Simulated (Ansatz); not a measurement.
One change: `N[Si](O)(O)O` becomes `O[Si](O)(O)F`.

Ansatz, PBE0-D4/def2-TZVP geometries, multiplicity 1. Each molecule was computed in one conformer, which needn't be the lowest.

| property | `N[Si](O)(O)O` |
| --- | --- |
| HOMO–LUMO gap (ωB97M-V/def2-TZVPP) / eV | 12.03 |
| HOMO–LUMO gap (B3LYP/def2-TZVPP) / eV | 7.53 |
| ideal-gas entropy at 298 K and 1 bar (rigid rotor, harmonic PBE0-D4/def2-TZVP) / J/(mol·K) | 342 |
| size of the dipole moment (ωB97M-V/def2-TZVPP) / D | 1.07 |
| LUMO energy (ωB97M-V/def2-TZVPP) / eV | 2.01 |
| HOMO–LUMO gap (PBE0/def2-TZVPP) / eV | 8.18 |

Task: Give the same properties after the change, and the shifts. (Best estimate.)

Result: Ansatz gave: 
| property | `O[Si](O)(O)F` | shift |
| --- | --- | --- |
| HOMO–LUMO gap (ωB97M-V/def2-TZVPP) / eV | 14.14 | 2.11 |
| HOMO–LUMO gap (B3LYP/def2-TZVPP) / eV | 9.44 | 1.91 |
| ideal-gas entropy at 298 K and 1 bar (rigid rotor, harmonic PBE0-D4/def2-TZVP) / J/(mol·K) | 327 | -15 |
| size of the dipole moment (ωB97M-V/def2-TZVPP) / D | 0.56 | -0.51 |
| LUMO energy (ωB97M-V/def2-TZVPP) / eV | 1.87 | -0.14 |
| HOMO–LUMO gap (PBE0/def2-TZVPP) / eV | 10.15 | 1.97 |

With PBE0 the HOMO falls by 2.18 eV and the LUMO falls by 0.21 eV, so the gap widens by about 1.97 eV. PBE moves the HOMO by -1.86 eV and ωB97M-V by -2.25 eV. The zero-point energy changes by -63.1 kJ/mol with -6 modes. Dipoles are sizes alone; their direction can turn.

B3LYP here is the variant with VWN-RPA as its local correlation; programs differ in this.
